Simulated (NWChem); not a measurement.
System: CdH$_{2}$Se$_{2}$; SMILES [SeH][Cd][SeH]

Input file for NWChem:

```
start job
memory heap 200 mb stack 900 mb global 1100 mb
geometry units angstroms
  Cd     0.426517    -0.488747    -0.260540
  Se     0.230932     1.688587    -1.433893
  H      1.334979     1.630542    -2.344997
  Se    -0.846790    -0.983173     1.810255
  H     -0.664403    -2.398632     1.935194
end
basis spherical
  * library def2-svp
end
ecp
  Cd library def2-ecp
end
dft
  xc pbe0
  iterations 150
end
driver
  maxiter 120
end
task dft optimize
dft
  grid fine
  convergence energy 1d-8 density 1d-7
end
task dft freq numerical
```

This build's default masses of Se (78.918 u) and Br (79.917 u) are each other's, which moves their modes by up to 0.6 %. def2 effective core potentials on Cd; no spin-orbit coupling.

The level has its own optimisation; frequencies are unscaled.

Question: What results follow from this input? (PBE0/def2-SVP with def2 effective core potentials on Cd.) Quantities: r Cd–Se (Å); r H–Se (Å); highest harmonic frequency (cm⁻¹); lowest (cm⁻¹); zero-point energy (kcal/mol).

Answer: The r Cd–Se (Å) comes out as 2.462 and the r H–Se (Å) comes out as 1.472. The highest harmonic frequency (cm⁻¹) comes out as 2447 and the lowest (cm⁻¹) is 63. The zero-point energy (kcal/mol) is 9.7.
